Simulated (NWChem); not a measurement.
System: BeO; SMILES [Be]=[O]

Parts of the log:

```
             Northwest Computational Chemistry Package (NWChem) 7.3.0
             --------------------------------------------------------

                             Geometry "geometry" -> ""
                             -------------------------

 Output coordinates in angstroms (scale by  1.889725989 to convert to a.u.)

  No.       Tag          Charge          X              Y              Z
 ---- ---------------- ---------- -------------- -------------- --------------
    1 Be                   4.0000     0.00000000     0.00000000    -0.88493000
    2 O                    8.0000     0.00000000     0.00000000     0.45340500

 Effective nuclear repulsion energy (a.u.)      12.6527901968

                              NWChem Property Module
                              ----------------------

  itol2e modified to match energy
  convergence criterion.

                                 NWChem DFT Module
                                 -----------------

 Summary of "ao basis" -> "ao basis" (spherical)
 ------------------------------------------------------------------------------
       Tag                 Description            Shells   Functions and Types
 ---------------- ------------------------------  ------  ---------------------
 Be                         6-311g**                 8       18   4s3p1d
 O                          6-311g**                 8       18   4s3p1d

  itol2e modified to match energy
  convergence criterion.

            General Information
            -------------------
          SCF calculation type: DFT
          Wavefunction type:  closed shell.
          No. of atoms     :     2
          No. of electrons :    12
           Alpha electrons :     6
            Beta electrons :     6
          Charge           :     0
          Spin multiplicity:     1
          Use of symmetry is: off; symmetry adaption is: off
          Maximum number of iterations: 150
          AO basis - number of functions:    36
                     number of shells:    16
          Convergence on energy requested:  1.00D-07
          Convergence on density requested:  1.00D-05
          Convergence on gradient requested:  5.00D-04

              XC Information
              --------------
                         B3LYP Method XC Potential
                     Hartree-Fock (Exact) Exchange  0.200
                        Slater Exchange Functional  0.800 local
                    Becke 1988 Exchange Functional  0.720 non-local
              Lee-Yang-Parr Correlation Functional  0.810
                  VWN I RPA Correlation Functional  0.190 local

             Grid Information
             ----------------
          Grid used for XC integration:  fine
          Radial quadrature: Mura-Knowles
          Angular quadrature: Lebedev.
          Tag              B.-S. Rad. Rad. Pts. Rad. Cut. Ang. Pts.
          ---              ---------- --------- --------- ---------
          Be                  1.05       70           7.0       590
          O                   0.60       70           7.0       590
          Grid pruning is: on
          Number of quadrature shells:   140
          Spatial weights used:  Erf1

      Superposition of Atomic Density Guess
      -------------------------------------

 Sum of atomic energies:         -89.34799811

      Non-variational initial energy
      ------------------------------

 Total energy =     -89.365964
 1-e energy   =    -146.803637
 2-e energy   =      44.784883
 HOMO         =      -0.492123
 LUMO         =      -0.183467

   convergence    iter        energy       DeltaE   RMS-Dens  Diis-err
 ---------------- ----- ----------------- --------- --------- ---------
 d= 0,ls=0.0,diis     1    -89.7087369172 -1.02D+02  6.38D-02  1.42D+00
 d= 0,ls=0.0,diis     2    -85.0011870031  4.71D+00  5.86D-02  2.35D+01
 d= 0,ls=0.0,diis     3    -89.9199966741 -4.92D+00  3.74D-03  4.50D-02
 d= 0,ls=0.0,diis     4    -89.9291856151 -9.19D-03  5.01D-04  3.11D-03
 d= 0,ls=0.0,diis     5    -89.9294557489 -2.70D-04  2.53D-04  3.69D-04
  Resetting Diis
 d= 0,ls=0.0,diis     6    -89.9295024664 -4.67D-05  1.12D-04  1.64D-05
 d= 0,ls=0.0,diis     7    -89.9295052535 -2.79D-06  2.50D-05  2.57D-07
 d= 0,ls=0.0,diis     8    -89.9295052693 -1.58D-08  1.39D-05  1.22D-06
 d= 0,ls=0.0,diis     9    -89.9295054028 -1.33D-07  7.97D-06  5.96D-08
 d= 0,ls=0.0,diis    10    -89.9295054158 -1.30D-08  2.63D-06  1.25D-08

         Total DFT energy =      -89.929505415789
      One electron energy =     -148.935206189137
           Coulomb energy =       57.813427429721
    Exchange-Corr. energy =      -11.460516853141
 Nuclear repulsion energy =       12.652790196767

 Numeric. integr. density =       12.000000023193

                       DFT Final Molecular Orbital Analysis
                       ------------------------------------

 Vector    4  Occ=2.000000D+00  E=-2.966277D-01
              MO Center=  1.2D-11,  5.6D-11,  4.0D-01, r^2= 8.9D-01
   Bfn.  Coefficient  Atom+Function         Bfn.  Coefficient  Atom+Function
  ----- ------------  ---------------      ----- ------------  ---------------
    27     -0.387980  2 O  pz                 6      0.353334  1 Be s
    31     -0.309091  2 O  pz                28     -0.282487  2 O  s
    23     -0.272209  2 O  pz                24     -0.136324  2 O  s
     5      0.134045  1 Be pz                 2     -0.116360  1 Be s
     1     -0.082678  1 Be s                 13     -0.082098  1 Be pz

 Vector    5  Occ=2.000000D+00  E=-2.616531D-01
              MO Center= -9.4D-11, -9.1D-11,  1.9D-01, r^2= 1.1D+00
   Bfn.  Coefficient  Atom+Function         Bfn.  Coefficient  Atom+Function
  ----- ------------  ---------------      ----- ------------  ---------------
    26      0.277707  2 O  py                30      0.259424  2 O  py
    25      0.254232  2 O  px                29      0.237494  2 O  px
    22      0.194006  2 O  py                21      0.177606  2 O  px
     8      0.123299  1 Be py                 7      0.112876  1 Be px
     4      0.109816  1 Be py                 3      0.100533  1 Be px

 Vector    6  Occ=2.000000D+00  E=-2.616531D-01
              MO Center= -1.3D-10,  1.3D-10,  1.9D-01, r^2= 1.1D+00
   Bfn.  Coefficient  Atom+Function         Bfn.  Coefficient  Atom+Function
  ----- ------------  ---------------      ----- ------------  ---------------
    25      0.277707  2 O  px                29      0.259424  2 O  px
    26     -0.254232  2 O  py                30     -0.237494  2 O  py
    21      0.194006  2 O  px                22     -0.177606  2 O  py
     7      0.123299  1 Be px                 8     -0.112876  1 Be py
     3      0.109816  1 Be px                 4     -0.100533  1 Be py

 Vector    7  Occ=0.000000D+00  E=-1.597626D-01
              MO Center=  2.4D-10, -1.5D-11, -1.5D+00, r^2= 2.2D+00
   Bfn.  Coefficient  Atom+Function         Bfn.  Coefficient  Atom+Function
  ----- ------------  ---------------      ----- ------------  ---------------
    10      0.554227  1 Be s                  6      0.327989  1 Be s
     9     -0.269116  1 Be pz                 5     -0.196443  1 Be pz
    13     -0.181338  1 Be pz                27      0.117590  2 O  pz
     2     -0.114083  1 Be s                 31      0.095626  2 O  pz
    23      0.083580  2 O  pz                 1     -0.076822  1 Be s

 Vector    8  Occ=0.000000D+00  E= 1.129280D-02
              MO Center=  6.5D-12, -5.6D-12, -8.7D-01, r^2= 4.3D+00
   Bfn.  Coefficient  Atom+Function         Bfn.  Coefficient  Atom+Function
  ----- ------------  ---------------      ----- ------------  ---------------
    11      0.618527  1 Be px                12     -0.391198  1 Be py
    29     -0.275719  2 O  px                 7      0.201940  1 Be px
    30      0.174383  2 O  py                25     -0.165309  2 O  px
     3      0.146096  1 Be px                21     -0.131015  2 O  px
     8     -0.127721  1 Be py                26      0.104553  2 O  py

 Vector    9  Occ=0.000000D+00  E= 1.129280D-02
              MO Center= -1.2D-10, -2.3D-10, -8.7D-01, r^2= 4.3D+00
   Bfn.  Coefficient  Atom+Function         Bfn.  Coefficient  Atom+Function
  ----- ------------  ---------------      ----- ------------  ---------------
    12      0.618527  1 Be py                11      0.391198  1 Be px
    30     -0.275719  2 O  py                 8      0.201940  1 Be py
    29     -0.174383  2 O  px                26     -0.165309  2 O  py
     4      0.146096  1 Be py                22     -0.131015  2 O  py
     7      0.127721  1 Be px                25     -0.104553  2 O  px

     Multipole analysis of the density
     ---------------------------------

     L   x y z        total         alpha         beta         nuclear
     -   - - -        -----         -----         ----         -------
     0   0 0 0     -0.000000     -6.000000     -6.000000     12.000000

     1   1 0 0      0.000000      0.000000      0.000000      0.000000
     1   0 1 0     -0.000000     -0.000000     -0.000000      0.000000
     1   0 0 1     -2.353371     -1.259380     -1.259380      0.165389

     2   2 0 0     -7.856733     -3.928366     -3.928366      0.000000
     2   1 1 0      0.000000      0.000000      0.000000      0.000000
     2   1 0 1     -0.000000     -0.000000     -0.000000      0.000000
     2   0 2 0     -7.856733     -3.928366     -3.928366      0.000000
     2   0 1 1      0.000000      0.000000      0.000000      0.000000
     2   0 0 2     -3.050081    -10.054551    -10.054551     17.059021

          -----------------------------------------
          Chemical Shielding Tensors (GIAO, in ppm)
          -----------------------------------------

                                NWChem CPHF Module
                                ------------------

  scftype          =     RHF
  nclosed          =        6
  nopen            =        0
  variables        =      180
  # of vectors     =        3
  tolerance        = 0.10D-03
  level shift      = 0.00D+00
  max iterations   =       50
  max subspace     =       30

 SCF residual:    2.1164744865980117E-005

Iterative solution of linear equations
  No. of variables      180
  No. of equations        3
  Maximum subspace       30
        Iterations       50
       Convergence  1.0D-04

   iter   nsub   residual    time
   ----  ------  --------  ---------
     1      3    3.14D-01       2.1
     2      6    6.55D-02       2.3
     3      9    8.01D-03       2.5
     4     12    1.58D-04       2.7
     5     15    6.51D-06       3.1

      Atom:    1  Be
        Diamagnetic
    150.4237     -0.0000      0.0000
     -0.0000    150.4237     -0.0000
      0.0000     -0.0000    158.5529

        Paramagnetic
   -102.6854     -0.0000     -0.0000
     -0.0000   -102.6854      0.0000
     -0.0000      0.0000     -0.0000

        Total Shielding Tensor
     47.7384     -0.0000     -0.0000
     -0.0000     47.7384      0.0000
     -0.0000      0.0000    158.5529

           isotropic =      84.6765
          anisotropy =     110.8145

          Principal Components and Axis System
                 1           2           3
              158.5529     47.7384     47.7384

      1        -0.0000      0.7338      0.6794
      2         0.0000     -0.6794      0.7338
      3         1.0000      0.0000      0.0000

      Atom:    2  O
        Diamagnetic
    379.5899     -0.0000      0.0000
     -0.0000    379.5899     -0.0000
      0.0000     -0.0000    409.0360

        Paramagnetic
   -113.7255      0.0000      0.0000
      0.0000   -113.7255      0.0000
      0.0000      0.0000      0.0000

        Total Shielding Tensor
    265.8644      0.0000      0.0000
      0.0000    265.8644     -0.0000
      0.0000     -0.0000    409.0360

           isotropic =     313.5883
          anisotropy =     143.1715

          Principal Components and Axis System
                 1           2           3
              409.0360    265.8644    265.8644

      1         0.0000      0.6775      0.7355
      2        -0.0000      0.7355     -0.6775
      3         1.0000     -0.0000     -0.0000
```

Level: B3LYP/6-311G** (spherical d), GIAO. All runs use the structure optimised with PBE0/def2-SVP. B3LYP is NWChem's, with the RPA form of VWN correlation. The printed shielding anisotropy is the first printed principal value minus the mean of the other two.

Question: Which NWChem input produces such a log?

Answer: One answer among several that fit: the input that was run:
```
start job
memory heap 200 mb stack 900 mb global 1100 mb
geometry units angstroms noautosym nocenter noautoz
  Be     0.000000     0.000000    -0.884930
  O      0.000000     0.000000     0.453405
end
basis spherical
  Be library 6-311g**
  O library 6-311g**
end
dft
  xc b3lyp
  iterations 150
end
property
  shielding
end
task dft property
```
